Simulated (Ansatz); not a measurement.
The same path of BrH + CH5B (9 atoms, charge 0, multiplicity 1) was run 3 times with different band settings. Lost on the way: B1–H2, Br8–H9. Made: B1–Br8, H2–H9.

Level of theory: RHF/def2-SVP in Ansatz.

Relaxed end points:

```xyz
9
Properties=species:S:1:pos:R:3
B 0.129 -0.364 -0.130
H 0.170 -0.641 1.042
C 1.452 -0.215 -0.965
H 1.713 -1.236 -1.283
H 1.341 0.381 -1.873
H 2.299 0.155 -0.384
H -0.952 -0.284 -0.650
Br -0.172 3.055 1.371
H -0.358 2.234 2.501
```

```xyz
9
Properties=species:S:1:pos:R:3
B 0.081 0.758 -0.912
H -0.098 -0.291 3.453
C 1.450 0.032 -1.128
H 1.439 -0.898 -0.548
H 1.544 -0.268 -2.176
H 2.324 0.614 -0.840
H -0.962 0.279 -1.244
Br -0.038 2.495 -0.069
H -0.120 0.363 3.092
```

Common settings: movable images 7; climbing image yes; spring 5.0 eV/Å²; optimiser quadratic models (default); start path through a guess of the saddle point; iteration limit 60; end points relaxed.

| run | force threshold |
| --- | --- |
| 1 | 0.05 eV/Å |
| 2 | 0.2 eV/Å |
| 3 | 0.5 eV/Å |

What does each run give, and how far can it be trusted?

Run 1: converged after 10 iterations, highest image 1.131 eV above the first end. A vibrational analysis at the climbing image gives one clearly imaginary mode, 1192i cm⁻¹: a first-order saddle point.
Run 2: converged after 9 iterations, highest image 1.132 eV above the first end. The threshold of 0.2 eV/Å is loose, so the images may lie well off the minimum-energy path. Another band between the same ends (7 images) ends at a top of the same energy, where a vibrational analysis finds 1 clearly imaginary mode.
Run 3: converged after 7 iterations, highest image 1.140 eV above the first end. The threshold of 0.5 eV/Å is loose, so the images may lie well off the minimum-energy path. The order of the point at the top wasn't checked.
The orbitals stay closed-shell, which can raise the energy where a bond breaks towards radicals; this wasn't checked here.
